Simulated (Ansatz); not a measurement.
`[CH3][AlH][C](=N)Cl` + `C=C(Cl)[SiH2][SiH3]` → `C=[C](Cl)[AlH][CH3]` + `N=C(Cl)[SiH2][SiH3]`  (redistribution)

Program: Ansatz. Geometries: PBE0-D4/def2-TZVP. ΔE: electronic, gas phase. CBS: MP2 limit from def2 TZ/QZ plus the TZ coupled-cluster correction, frozen cores. DFT in def2-TZVPP. B3LYP here is the variant with VWN-RPA as its local correlation; programs differ in this. One conformer a species, not always the lowest.

```
             level  ΔE (kJ/mol)  difference from CCSD(T)/CBS
         r2SCAN-D4          0.4                         -0.9
          B3LYP-D4          1.7                          0.4
            B2PLYP          1.4                          0.1
               PBE          0.7                         -0.6
            r2SCAN          0.3                         -1.0
     HF/def2-TZVPP          1.1                         -0.2
SCS-MP2/def2-TZVPP          1.4                          0.1
   CCSD/def2-TZVPP          1.4                          0.1
    MP2/def2-QZVPP          1.3                          0.0
    CCSD/CBS(def2)          1.4                          0.1
       CCSD(T)/CBS          1.3                            0
```

Largest T1 diagnostic among the species: 0.014.

CCSD(T)/CBS has its own doubt, a few kJ/mol and more with outer-core shells, so smaller differences from it don't rank the levels.
